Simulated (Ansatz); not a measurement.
A nudged elastic band was laid between two geometries of CH3 + ClGeH3 (9 atoms, charge 0, multiplicity 2).

All numbers below come from UKS B3LYP-D4/def2-SVP (Ansatz 0.2.0).

```
movable images  : 5
climbing image  : yes
spring          : 5.0 eV/Å²
optimiser       : quadratic models (default)
start path      : through a guess of the saddle point
force threshold : 0.05 eV/Å
iteration limit : 50
end points      : relaxed
```

Image 0:

```xyz
9
Properties=species:S:1:pos:R:3
Cl 0.330 -0.092 0.104
Ge 2.277 -0.424 1.028
C -2.691 0.504 -1.210
H 2.086 -0.354 2.553
H 3.222 0.684 0.533
H 2.770 -1.814 0.591
H -2.208 0.793 -2.145
H -2.840 1.244 -0.423
H -2.946 -0.542 -1.030
```

Image 6:

```xyz
9
Properties=species:S:1:pos:R:3
Cl -0.735 0.097 -0.402
Ge 2.466 -0.456 1.110
C -2.370 0.437 -1.073
H 2.274 -0.385 2.645
H 3.444 0.648 0.639
H 2.992 -1.853 0.697
H -2.261 0.785 -2.109
H -2.848 1.213 -0.462
H -2.962 -0.486 -1.045
```

Question: Which bonds break or form, and what moves?

Answer: Bonds broken: Cl1–Ge2. Bonds formed: Cl1–C3. CH3 + ClGeH3 becomes CH3Cl + GeH3.

Question: Give the energies along the band, and the barrier.

Answer: It converged. The highest image is number 3 of 0 to 6, 74.2 kJ/mol above the first end and 28.8 kJ/mol above the last; the last end lies 45.4 kJ/mol above the first. A vibrational analysis at the climbing image gives one clearly imaginary mode, 365i cm⁻¹, and a faint second one (32i cm⁻¹) that may be numerical noise or a soft torsion: probably a first-order saddle point.

```
image  path coordinate (Å)  energy (kJ/mol)  Cl1–Ge2 (Å)  Cl1–C3 (Å)
    0                 0.00              0.0         2.18        3.35
    1                 0.46              1.7         2.18        3.06
    2                 0.92             12.3         2.19        2.69
    3                 1.38             74.2         2.54        2.05
    4                 1.84             52.8         2.98        1.81
    5                 2.30             46.7         3.28        1.80
    6                 2.76             45.4         3.58        1.80
```

Question: What is the geometry of the highest image?

Answer: 
```xyz
9
Properties=species:S:1:pos:R:3
Cl -0.251 0.032 -0.146
Ge 2.022 -0.377 0.908
C -2.103 0.390 -0.950
H 1.842 -0.309 2.442
H 2.991 0.727 0.427
H 2.534 -1.773 0.483
H -1.893 0.721 -1.971
H -2.530 1.164 -0.306
H -2.613 -0.576 -0.888
```

The band took 7 iterations and of the order of 4 core-minutes.

Run time: 2.4 min on 2 threads of Arm Neoverse V2 (shared host), peak memory 0.28 GiB.
